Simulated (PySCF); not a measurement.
**Correlation energy of Sn⁺ (tin, charge +1)**

[Kr] 4d10 5s2 5p1, 2P determinant. All numbers are calculated (PySCF 2.14, scalar relativity through the core potential, in cc-pVTZ-PP with ECP28MDF (5s4p3d1f, 39 functions)). Frozen: 4s2 4p6 4d10; 3 electrons correlated.

MP2 pair energies summed by pair of shells (mhartree):

```csv
pair,energy,share (%)
5s-5s,-18.20,56.6
5s-5p,-13.96,43.4
```

Total MP2 correlation energy: -32.15 mhartree.

Same-spin part -2.21 and opposite-spin part -29.95 mhartree; SCS-MP2 scales them by 1/3 and 6/5 to -36.67 mhartree.

```json
{"level": "CCSD", "correlation energy (mhartree)": "-44.05"}
{"level": "(T)", "correlation energy (mhartree)": "-0.66"}
{"level": "CCSD(T)", "correlation energy (mhartree)": "-44.71"}
```

Diagnostics: T1 = 0.010, D1 = 0.0239, largest double amplitude 0.093.

Question: Is a single reference adequate?

Answer: Mostly. T1 lies below 0.03, but a double amplitude of this size points to a near-degeneracy that CCSD handles and MP2 describes poorly.
